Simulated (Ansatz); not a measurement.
H12NiO6, charge +2, triplet (typed; the unrestricted solution is spin-contaminated), geometry from GFN2-xTB (such geometries of metal compounds can be far from the true shape). Base run: HF/STO-3G in Ansatz (a first-principles code).

Input for Ansatz:
Ansatz 0.2 input:
```yaml
crystal:
  periodic: [false, false, false]
  atoms:
    - {symbol: Ni, position_ang: [0.00000000, 0.00000000, 0.00000000]}
    - {symbol: O, position_ang: [-0.73555251, 1.84357571, -0.77269719]}
    - {symbol: H, position_ang: [-1.57476086, 1.83984713, -1.25157783]}
    - {symbol: H, position_ang: [-0.16427131, 2.47373327, -1.23021257]}
    - {symbol: O, position_ang: [1.67199082, 0.96843923, 0.89634925]}
    - {symbol: H, position_ang: [1.59203061, 1.81726285, 1.35009576]}
    - {symbol: H, position_ang: [2.50348938, 0.99985783, 0.40519322]}
    - {symbol: O, position_ang: [1.19725022, -0.32254444, -1.73188534]}
    - {symbol: H, position_ang: [1.76736753, -1.10219817, -1.75867208]}
    - {symbol: H, position_ang: [0.84941474, -0.20927046, -2.62573128]}
    - {symbol: O, position_ang: [-1.19725022, 0.32254444, 1.73188534]}
    - {symbol: H, position_ang: [-1.76736753, 1.10219817, 1.75867208]}
    - {symbol: H, position_ang: [-0.84941474, 0.20927046, 2.62573128]}
    - {symbol: O, position_ang: [-1.67199082, -0.96843923, -0.89634925]}
    - {symbol: H, position_ang: [-1.59203061, -1.81726285, -1.35009576]}
    - {symbol: H, position_ang: [-2.50348938, -0.99985783, -0.40519322]}
    - {symbol: O, position_ang: [0.73555251, -1.84357571, 0.77269719]}
    - {symbol: H, position_ang: [0.16427131, -2.47373327, 1.23021257]}
    - {symbol: H, position_ang: [1.57476086, -1.83984713, 1.25157783]}
basis:
  gaussian:
    orbitals: STO-3G
hamiltonian:
  xc: hf
total_charge: 2
magnetization: {spin_polarized: true, initial_magnetization: 2}
```

The bond that is stretched is that between atoms 19 and 17. A test that says stable can miss a lower solution.

The base run was repeated with changes; each row names its change, and settings that it needs were set with it.

| change | ΔE vs base (eV) | <S^2> | stability test says |
|---|---|---|---|
| base | 0.00 | 3.004 | minimum |
| spin_polarized = on; lower_state_search = off | 0.00 | 3.004 | undecided (no full test) |
| spin_polarized = on; lower_state_search = standard | 0.00 | 3.004 | minimum |
| bond × 1.25 | 1.03 | 3.007 | minimum |
| spin_polarized = on; lower_state_search = off; bond × 1.25 | 1.04 | 3.007 | undecided (no full test) |
| spin_polarized = on; lower_state_search = standard; bond × 1.25 | 1.03 | 3.007 | minimum |
| bond × 1.5 | 1.98 | 3.072 | minimum |
| spin_polarized = on; lower_state_search = off; bond × 1.5 | 1.98 | 3.072 | undecided (no full test) |
| spin_polarized = on; lower_state_search = standard; bond × 1.5 | 1.98 | 3.072 | minimum |
| bond × 1.8 | 1.69 | 3.007 | minimum |
| spin_polarized = on; lower_state_search = off; bond × 1.8 | 1.69 | 3.007 | undecided (no full test) |
| spin_polarized = on; lower_state_search = standard; bond × 1.8 | 1.69 | 3.007 | minimum |
| bond × 2.2 | 1.54 | 3.001 | minimum |
| spin_polarized = on; lower_state_search = off; bond × 2.2 | 1.54 | 3.001 | undecided (no full test) |
| spin_polarized = on; lower_state_search = standard; bond × 2.2 | 1.54 | 3.001 | minimum |
| bond × 3.0 | 1.51 | 3.002 | minimum |
| spin_polarized = on; lower_state_search = off; bond × 3.0 | 1.52 | 3.002 | undecided (no full test) |
| spin_polarized = on; lower_state_search = standard; bond × 3.0 | 1.51 | 3.002 | minimum |

On stretching, the SCF can end on different states; <S^2> shows the spin contamination of each.
